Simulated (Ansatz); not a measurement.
Start from `[NH2][GaH][SeH]` and change one element to get `[NH2][GaH][OH]`.

Ansatz, PBE0-D4/def2-TZVP geometries, multiplicity 1. Each molecule was computed in one conformer, which needn't be the lowest.

Scalar relativity is left out up to krypton.

| property | `[NH2][GaH][SeH]` |
| --- | --- |
| zero-point energy (PBE0-D4/def2-TZVP) / kJ/mol | 106.0 |
| LUMO energy (B3LYP/def2-TZVPP) / eV | -0.78 |
| ideal-gas entropy at 298 K and 1 bar (rigid rotor, harmonic PBE0-D4/def2-TZVP) / J/(mol·K) | 334 |
| HOMO–LUMO gap (PBE0/def2-TZVPP) / eV | 6.38 |
| size of the dipole moment (ωB97M-V/def2-TZVPP) / D | 1.49 |
| LUMO energy (PBE0/def2-TZVPP) / eV | -0.54 |

(1) What does the change do to each property? (An estimate is asked.)

Answers

(1) Computed: 
```csv
property,`[NH2][GaH][OH]`,shift
zero-point energy (PBE0-D4/def2-TZVP) / kJ/mol,119.6,13.6
LUMO energy (B3LYP/def2-TZVPP) / eV,-0.37,0.41
"ideal-gas entropy at 298 K and 1 bar (rigid rotor, harmonic PBE0-D4/def2-TZVP) / J/(mol·K)",306,-28
HOMO–LUMO gap (PBE0/def2-TZVPP) / eV,7.31,0.93
size of the dipole moment (ωB97M-V/def2-TZVPP) / D,2.31,0.82
LUMO energy (PBE0/def2-TZVPP) / eV,-0.09,0.45
```

With PBE0 the HOMO falls by 0.48 eV and the LUMO rises by 0.45 eV, so the gap widens by about 0.93 eV. PBE moves the HOMO by -0.24 eV and ωB97M-V by -0.72 eV. Dipoles are sizes alone; their direction can turn.

B3LYP here is the variant with VWN-RPA as its local correlation; programs differ in this.

Spin–orbit coupling is left out; it splits and shifts lone-pair levels of the heavy atoms by tenths of an eV.
